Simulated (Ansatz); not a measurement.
Start from `N=C([SiH3])BO` and change one atom or group to get `N=[C]([AlH2])[SiH3]`.

Ansatz, PBE0-D4/def2-TZVP geometries, multiplicity 1. Each molecule was computed in one conformer, which needn't be the lowest.

| property | `N=C([SiH3])BO` |
| --- | --- |
| HOMO–LUMO gap (PBE/def2-TZVPP) / eV | 2.68 |
| size of the dipole moment (ωB97M-V/def2-TZVPP) / D | 1.72 |
| ideal-gas entropy at 298 K and 1 bar (rigid rotor, harmonic PBE0-D4/def2-TZVP) / J/(mol·K) | 343 |
| HOMO energy (PBE0/def2-TZVPP) / eV | -6.93 |
| HOMO–LUMO gap (ωB97M-V/def2-TZVPP) / eV | 9.59 |
| HOMO–LUMO gap (B3LYP/def2-TZVPP) / eV | 4.68 |

What does the change do to each property? (An estimate is asked.)

Ansatz gave: 
```json
{"property": "HOMO–LUMO gap (PBE/def2-TZVPP) / eV", "`N=[C]([AlH2])[SiH3]`": "2.09", "shift": "-0.59"}
{"property": "size of the dipole moment (ωB97M-V/def2-TZVPP) / D", "`N=[C]([AlH2])[SiH3]`": "1.60", "shift": "-0.12"}
{"property": "ideal-gas entropy at 298 K and 1 bar (rigid rotor, harmonic PBE0-D4/def2-TZVP) / J/(mol·K)", "`N=[C]([AlH2])[SiH3]`": "346", "shift": "3"}
{"property": "HOMO energy (PBE0/def2-TZVPP) / eV", "`N=[C]([AlH2])[SiH3]`": "-6.53", "shift": "0.40"}
{"property": "HOMO–LUMO gap (ωB97M-V/def2-TZVPP) / eV", "`N=[C]([AlH2])[SiH3]`": "8.22", "shift": "-1.37"}
{"property": "HOMO–LUMO gap (B3LYP/def2-TZVPP) / eV", "`N=[C]([AlH2])[SiH3]`": "3.82", "shift": "-0.86"}
```

With PBE0 the HOMO rises by 0.40 eV and the LUMO falls by 0.48 eV, so the gap narrows by about 0.88 eV. PBE moves the HOMO by 0.28 eV and ωB97M-V by 0.47 eV. The zero-point energy changes by -41.6 kJ/mol with -3 modes. Dipoles are sizes alone; their direction can turn.

B3LYP here is the variant with VWN-RPA as its local correlation; programs differ in this.
